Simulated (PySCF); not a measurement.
This PySCF input asks for the NMR shieldings of SMILES CO[Si@H](F)OCC[SiH3], C3H11FO2Si2; the geometry comes from GFN2-xTB.

```python
import basis_set_exchange as bse
import numpy as np
from pyscf import gto, dft
from pyscf.prop import nmr

atoms = """
C     4.113176    0.195661   -0.012513
O     2.732633    0.395818    0.058980
Si    1.601128   -0.681310    0.415872
F     1.653237   -1.915457   -0.629269
O     0.271411    0.177449    0.207924
C    -1.062423   -0.264652    0.209289
C    -1.964679    0.844925   -0.293781
Si   -3.794913    0.341764   -0.348791
H     4.353571   -0.637949   -0.675309
H     4.520777   -0.016842    0.978236
H     4.563340    1.109644   -0.400174
H     1.734773   -1.342827    1.702108
H    -1.336361   -0.552468    1.231106
H    -1.151656   -1.154828   -0.423129
H    -1.827686    1.715605    0.349006
H    -1.621902    1.137413   -1.286997
H    -3.972779   -0.800396   -1.246820
H    -4.248217   -0.022609    0.995612
H    -4.573235    1.480308   -0.838812
"""
names = dict.fromkeys(["C", "O", "Si", "F", "H"], "pcSseg-1")
basis = {el: gto.basis.parse(bse.get_basis(n, elements=[el], fmt="nwchem")) for el, n in names.items()}
mol = gto.M(atom=atoms, basis=basis, charge=0, verbose=0)
mf = dft.RKS(mol, xc="PBE0")
mf.grids.level = 2
mf.grids.alignment = dft.numint.BLKSIZE   # the property module wants whole blocks of grid points
mf.conv_tol = 1e-9
mf.kernel()

calc = nmr.RKS(mf)   # GIAO
C = mf.mo_coeff
Co = C[:, mf.mo_occ > 0]
resp = mf.gen_response(singlet=True, hermi=2)
def vind(x):   # induced exchange potential for any number of trial vectors
    d = np.einsum("pi,xij,qj->xpq", C, 2 * x.reshape(-1, C.shape[1], Co.shape[1]), Co, optimize=True)
    return np.einsum("xpq,pi,qj->xij", resp(d - d.transpose(0, 2, 1)), C, Co, optimize=True).ravel()
mo1, _ = nmr.rhf.solve_mo1(calc, with_cphf=vind)
sigma = calc.kernel(mo1)
for i, s in enumerate(sigma):   # ppm
    print("%2d %-2s %9.2f" % (i, mol.atom_pure_symbol(i), np.trace(s) / 3))
```

Problem. Give the expected output.

Solution. 
```
 0 C     135.86
 1 O     305.39
 2 Si    411.06
 3 F     321.85
 4 O     263.80
 5 C     124.21
 6 C     171.40
 7 Si    427.13
 8 H      27.78
 9 H      27.88
10 H      27.75
11 H      27.29
12 H      27.75
13 H      27.69
14 H      30.39
15 H      30.39
16 H      28.02
17 H      28.04
18 H      27.84
```

These numbers come from an equivalent density-fitted implementation of the same equations, which agrees with the script to about 0.01 ppm for H and up to a few tenths of a ppm for heavy atoms, so last digits may differ.

Problem. Turn these shieldings into chemical shifts. Scale: ¹³C (186.93 ppm) and ²⁹Si (349.16 ppm) and ¹H (31.72 ppm) against TMS; ¹⁷O (336.08 ppm) against H2O; ¹⁹F (170.95 ppm) vs CFCl3 (reference shieldings calculated alike).

Solution. Averaging equivalent atoms: C 5: 62.7; C 0: 51.1; C 6: 15.5; O 4: 72.3; O 1: 30.7; Si 2: -61.9; Si 7: -78.0; F 3: -150.9; H 11: 4.43; H 13: 4.03; H 12: 3.97; H 8/9/10: 3.91; H 16/17/18: 3.75; H 14: 1.33; H 15: 1.32 ppm. Unscaled 19F shifts against computed CFCl3 carry errors that often reach 10 to 50 ppm. Experimental scales use liquid or dissolved standards, which lie at an offset from isolated H2O (liquid H2O: subtract about 36 ppm).

Size and cost of the density-fitted run: 205 basis functions, 32 s wall time on 1 thread of an Arm Neoverse V1, shared host; peak memory 0.86 GiB.
